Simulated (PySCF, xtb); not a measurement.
tert-butyl 2-methylpropanoate (C8H16O2), SMILES CC(C)C(=O)OC(C)(C)C. One conformer was computed; it need not be the lowest.

Harmonic wavenumbers (cm⁻¹) from xtb 6.7.1 with GFN2-xTB at its own minimum, in rising order: 25, 66, 107, 136, 164, 196, 215, 219, 229, 233, 240, 306, 330, 343, 399, 427, 463, 529, 605, 716, 801, 871, 905, 950, 951, 953, 963, 964, 989, 1034, 1039, 1077, 1136, 1180, 1192, 1228, 1248, 1259, 1301, 1305, 1394, 1394, 1397, 1412, 1416, 1469, 1482, 1486, 1486, 1487, 1490, 1493, 1498, 1504, 1504, 1768, 2960, 3029, 3032, 3033, 3034, 3036, 3037, 3042, 3044, 3046, 3047, 3047, 3048, 3056, 3056, 3060.

Problem. What does B3LYP-D3(BJ)/def2-SVP in PySCF give at its own minimum? (Estimate from the structure and the level; the computed values follow.)

Solution. 26, 63, 115, 146, 211, 224, 232, 247, 260, 265, 280, 325, 338, 359, 414, 441, 476, 540, 609, 776, 777, 859, 881, 928, 928, 936, 955, 960, 972, 1043, 1051, 1094, 1127, 1185, 1202, 1268, 1282, 1313, 1336, 1344, 1383, 1383, 1386, 1405, 1408, 1440, 1460, 1462, 1462, 1465, 1469, 1474, 1478, 1489, 1501, 1825, 3031, 3034, 3039, 3041, 3047, 3076, 3112, 3114, 3118, 3120, 3125, 3129, 3130, 3133, 3162, 3164. Paired by order, the mean absolute difference is 29 cm⁻¹ and the zero-point energies are 142.4 and 144.2 kcal/mol.
